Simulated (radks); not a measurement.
Problem. All-electron atom: the barium ion Ba45+ in [Ne] 3s1. All-electron calculation, Dirac Kohn-Sham, PBEsol, spin-unpolarised, spherical densities, finite nucleus; Fermi nuclear charge, rms radius 4.8378 fm. Program: a radial shooting solver on a logarithmic mesh with Libxc functionals. Some entries of the table are withheld. Estimate them.

| orbital | occ. | eigenvalue (eV) | <1/r> (bohr^-1) | r(max) (bohr) |
|---|---|---|---|---|
| 1s1/2 | 2 | -40310.47 | 60.71 | 0.01642 |
| 2s1/2 | 2 | -8786.722 | 14.52 | 0.09221 |
| 2p1/2 | 2 | -8493.028 | (1) | 0.07031 |
| 2p3/2 | 4 | -8096.080 | (2) | 0.07524 |
| 3s1/2 | 1 | -3601.784 | 5.959 | 0.2458 |
| 3p1/2 | 0 | -3500.724 | (3) | 0.2301 |
| 3p3/2 | 0 | -3396.012 | (4) | 0.2387 |
| 4s1/2 | 0 | -1945.514 | 3.221 | 0.4815 |

Solution. 
(1) 2p1/2 <1/r> (bohr^-1): 14.46
(2) 2p3/2 <1/r> (bohr^-1): 13.22
(3) 3p1/2 <1/r> (bohr^-1): 5.900
(4) 3p3/2 <1/r> (bohr^-1): 5.567
